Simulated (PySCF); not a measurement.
CH7ClO2Si2 (SMILES C[Si](O)(O)[SiH2]Cl), singlet, geometry from GFN2-xTB. Base run: DF-PBE/STO-3G in PySCF.

Here is a job for PySCF.
```python
from pyscf import gto, scf, dft

mol = gto.M(
    atom='''
Si    1.21726377   -0.24953734   -0.63991059
Cl    1.57151952   -1.90664297    0.49116994
Si   -0.77321940    0.71566838   -0.01734826
C    -2.30916511   -0.39880863   -0.22465286
O    -0.77154882    1.33854712    1.49923645
O    -0.81965775    2.01196224   -0.99521852
H     2.42144539    0.57095560   -0.46307175
H     1.25221258   -0.72523279   -2.02658960
H    -2.20270625   -1.33317436    0.31967444
H    -3.21122714    0.08889802    0.13890902
H    -2.47261924   -0.65134075   -1.26778734
H    -0.74252494    0.77589323    2.26674068
H    -1.39239017    2.74987396   -0.80036647
''',
    basis='sto-3g',
    verbose=4,
    max_memory=1800,
)

mf = dft.RKS(mol)
mf.xc = 'pbe'
mf = mf.density_fit(auxbasis='def2-universal-jkfit')
mf.kernel()
```

The job was repeated with other settings on one machine. Differences are taken from the largest basis of the Pople family in the series, which isn't the basis-set limit (6-311+G(2d,p): -1231.494352 Eh). The cheapest run took around 5 core-seconds (rough).

| setting | basis functions | cost, times the cheapest (rough) | difference in total energy (mEh) |
|---|---|---|---|
| STO-3G | 49 | 1 | 14514.57 |
| 6-31G | 80 | 2 | 341.27 |
| 6-31G* | 110 | 4 | 191.00 |
| 6-31G** | 131 | 6 | 171.41 |
| 6-311+G(2d,p) | 228 | 9 | reference |
| 6-311G** | 174 | 9 | 27.07 |

Times come from a shared machine, hold the start-up and are rough. Total energies converge more slowly with the basis than energy differences do.
